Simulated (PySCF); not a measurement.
In(H)2(Et) (C2H7In), SMILES C[CH2][InH2].

The structure is a stationary point at PBE-D3(BJ)/def2-SVP. The def2 effective core potentials stand for the cores of In; spin–orbit coupling is left out.

All values below come from B3LYP/def2-TZVPD (PySCF).

Symmetry labels are those of the subgroup Cs that the program uses (full group Cs).

Computed valence orbital energies around the gap with their symmetry:
```json
[
 {"orbital": "HOMO−7", "symmetry": "A'", "energy (eV)": "-16.36"},
 {"orbital": "HOMO−6", "symmetry": "A\"", "energy (eV)": "-11.85"},
 {"orbital": "HOMO−5", "symmetry": "A'", "energy (eV)": "-11.64"},
 {"orbital": "HOMO−4", "symmetry": "A'", "energy (eV)": "-10.74"},
 {"orbital": "HOMO−3", "symmetry": "A'", "energy (eV)": "-10.06"},
 {"orbital": "HOMO−2", "symmetry": "A\"", "energy (eV)": "-9.41"},
 {"orbital": "HOMO−1", "symmetry": "A'", "energy (eV)": "-7.69"},
 {"orbital": "HOMO", "symmetry": "A'", "energy (eV)": "-6.88"},
 {"orbital": "LUMO", "symmetry": "A\"", "energy (eV)": "-1.87"},
 {"orbital": "LUMO+1", "symmetry": "A'", "energy (eV)": "-0.34"},
 {"orbital": "LUMO+2", "symmetry": "A'", "energy (eV)": "0.04"},
 {"orbital": "LUMO+3", "symmetry": "A'", "energy (eV)": "0.63"}
]
```
